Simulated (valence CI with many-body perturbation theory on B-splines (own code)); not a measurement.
**Valence orbitals of Nd19+**

Level of theory: configuration interaction combined with many-body perturbation theory (CI+MBPT): five valence electrons over a frozen Dirac-Fock core [Kr], a basis of 7 s, 7 p, 8 d, 6 f, 4 g, 1 h functions for each j, with the one-electron correlation potential Σ1 (screened to all orders), the two-electron term Σ2, the three-electron term Σ3, Breit, model QED; selected single and double excitations, second order for the rest (own B-spline code, finite nucleus).

No measured spectrum was set against this ion. As an estimate, terms of the open shell hold to 2 to 4 % of their energy, and close levels can change places. Core correlation moves these levels by up to 12000 cm⁻¹, and in measured spectra 5 to 20 % of such shifts remained as error; rates that hang on mixing are uncertain with them. Among the levels kept, up to 270 cm⁻¹ of a level comes from second order outside the variational space, and about a tenth of that is noise between levels of different J, which matters for small intervals. Only levels of the ground parity were solved; by the run's estimate the other parity begins above the list, which can be wrong where configurations are misplaced.

These are the spectroscopic orbitals of the CI (the correlating ones are not listed), shaped by the core and the other valence electrons. h is the expectation value of the core's Dirac-Fock operator, without the valence repulsion; Σ1 is computed up to l = 3 at one energy for each symmetry, that of its lowest orbital but kept below the first core excitation, so for empty shells it is not the orbital's own correlation shift; Breit and QED include the response of the core.

| Orbital | h (hartree) | Σ1 (cm⁻¹) | Breit (cm⁻¹) | QED (cm⁻¹) | ⟨r⟩ (bohr) |
| --- | --- | --- | --- | --- | --- |
| 5s1/2 | -18.04 | -9797 | 1247 | 1003 | 1.091 |
| 6s1/2 | -11.406 | -3651 | 638 | 513 | 1.733 |
| 7s1/2 | -7.8808 | -1838 | 362 | 294 | 2.528 |
| 5p1/2 | -16.953 | -9019 | 1898 | -42.4 | 1.129 |
| 6p1/2 | -10.841 | -3573 | 1002 | -21.4 | 1.791 |
| 7p1/2 | -7.5499 | -1851 | 582 | -12.2 | 2.608 |
| 5p3/2 | -16.547 | -8262 | 1131 | 57.1 | 1.160 |
| 6p3/2 | -10.635 | -3354 | 605 | 30.9 | 1.828 |
| 7p3/2 | -7.4302 | -1755 | 376 | 18.3 | 2.652 |
| 4d3/2 | -26.164 | -19726 | 2036 | -322 | 0.6230 |
| 5d3/2 | -14.774 | -7548 | 778 | -93.5 | 1.217 |
| 6d3/2 | -9.7046 | -3436 | 407 | -47.4 | 1.937 |
| 4d5/2 | -25.952 | -19261 | 969 | -207 | 0.6295 |
| 5d5/2 | -14.689 | -7478 | 416 | -53.4 | 1.225 |
| 6d5/2 | -9.6604 | -3410 | 221 | -26.8 | 1.947 |
| 4f5/2 | -21.106 | -37115 | -54.1 | -215 | 0.6396 |
| 5f5/2 | -12.761 | -7708 | 65.5 | -67.5 | 1.304 |
| 4f7/2 | -21.068 | -34802 | -541 | -185 | 0.6419 |
| 5f7/2 | -12.745 | -7567 | -119 | -55.8 | 1.306 |
| 5g7/2 | -11.511 |  | -53.9 | -16.1 | 1.302 |
| 5g9/2 | -11.508 |  | -76.8 | -13.0 | 1.302 |

Among the shells of the start configuration 4d5, Σ1 is largest in size for 4d3/2, where it is 0.34 % of h.

Lowest root of each symmetry, sizes in configuration state functions:

| J | Parity | Roots | Reference | Variational | Second order | Change by selected CI (cm⁻¹) | Change by second order (cm⁻¹) |
| --- | --- | --- | --- | --- | --- | --- | --- |
| 1/2 | even | 4 | 13 | 25039 | 369388 | -24798 | -31 |
| 3/2 | even | 7 | 19 | 25927 | 1001085 | -24280 | -94 |
| 5/2 | even | 10 | 24 | 27227 | 884292 | -18539 | -104 |
| 7/2 | even | 7 | 20 | 24962 | 1252763 | -22626 | -224 |
| 9/2 | even | 5 | 14 | 25028 | 1099940 | -22100 | -202 |
| 11/2 | even | 3 | 7 | 25248 | 965514 | -21766 | -93 |
| 13/2 | even | 1 | 3 | 20458 | 803789 | -21413 | -51 |
